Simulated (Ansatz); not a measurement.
C3H4Si at its PBE0-D4/def2-TZVP geometry, where that method's forces vanish. Total charge 0; spin multiplicity 1. The bonds changed during the relaxation, so this is another structure than the one it started from.

```xyz
8

C     0.4658   -0.7995   -0.5268
C    -0.6326   -0.4229   -1.1629
Si   -0.3644    0.6257    0.4121
C     1.1716   -0.5022    0.5531
H    -1.4599   -1.0399   -1.4838
H     0.0124    2.0328    0.1764
H    -1.4197    0.3829    1.4144
H     2.2267   -0.2769    0.6175
```

**Question.** What forces (eV/Å) does PBE-D4/def2-TZVPP give on these atoms in Ansatz 0.2.0? (An estimate is asked.)

**Answer.** Computed: 
```
C1   0.189 -0.326 -0.215
C2  -0.362  0.181 -0.416
Si3 -0.055  0.094  0.062
C4   0.285 -0.048  0.505
H5  -0.209 -0.104 -0.056
H6   0.052  0.161 -0.037
H7  -0.122 -0.041  0.116
H8   0.222  0.083  0.041
```
